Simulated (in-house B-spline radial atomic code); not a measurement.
PBE hybrid excitations of the tungsten ion W⁶⁺

Method: PBE hybrid with 0.7 exact exchange. Computed with a B-spline radial code for spherical atoms: linear response of the closed shell [Xe] 4f14 with the functional's adiabatic kernel; scalar-relativistic (spin-free one-electron X2C), finite nucleus, no spin-orbit coupling, no double excitations, S, P, D and F terms only; shells from n = 3 respond. Only terms of natural parity with L up to 3 were computed.

Spin-orbit coupling is strong here, so these LS terms don't match observed levels.

Command:
```bash
python run_td.py task.json out
```
Settings (radii: box in bohr, nucleus in fm):
```
Z                        74
electrons                68
configuration            [Xe] 4f14
hamiltonian              x2c
method                   pbeh
box_radius               14.35
exact_exchange_fraction  0.7
rms_radius               5.3658
intervals                69
```

Cost of the run: 7.9 s on 1 thread of Arm Neoverse N1, with other jobs on the host.

The lowest states, in the order of their Tamm-Dancoff energies; the method's threshold (minus the highest occupied level) is 122.27 eV. Labels give the largest channel, * marks a mixed state, and oscillator strengths are full-response dipole values. Semilocal kernels can invert the small singlet-triplet splittings of Rydberg terms. Energies in eV:

```tsv
state	full response	Tamm-Dancoff	oscillator strength
4f → 5d 3P	40.50	40.63	-
4f → 5d 3F	41.86	41.98	-
4f → 5d 1F	43.01	43.02	-
4f → 5d 1P	43.19	43.36	0.00497
5p → 5d 3P	43.34	43.41	-
5p → 5d 3F	?	?	-
5p → 5d 1F	46.52	46.58	-
5p → 5d 1P	54.87	56.59	5.8
4f → 6s 3F	56.60	56.61	-
4f → 6s 1F	56.83	56.83	-
5p → 6s 3P	58.31	58.33	-
5p → 6s 1P	59.10	59.13	1.07
4f → 6p 3D	67.51	67.53	-
4f → 6p 1D	67.99	68.00	-
5p → 6p 3S	?	?	-
5p → 6p 3D	69.34	69.36	-
5p → 6p 1D	69.71	69.72	-
5p → 6p 1S	71.23	71.34	-
4f → 5f 3S	80.13	80.17	-
```

Q: Where does 5p → 5d 3F lie?

A: At 44.20 eV in full response, 44.35 eV in Tamm-Dancoff.

Q: Where does 5p → 6p 3S lie?

A: At 68.01 eV in full response, 68.03 eV in Tamm-Dancoff.

Q: How large is the singlet-triplet splitting of 4f → 5d (F terms) in Tamm-Dancoff?

A: 1.04 eV, from the unrounded values.

Q: What polarisabilities and dispersion coefficient does the method give?

A: Dipole 2.023 bohr³, quadrupole 2.528 bohr⁵, C6 7.622 hartree·bohr⁶ for two such species.
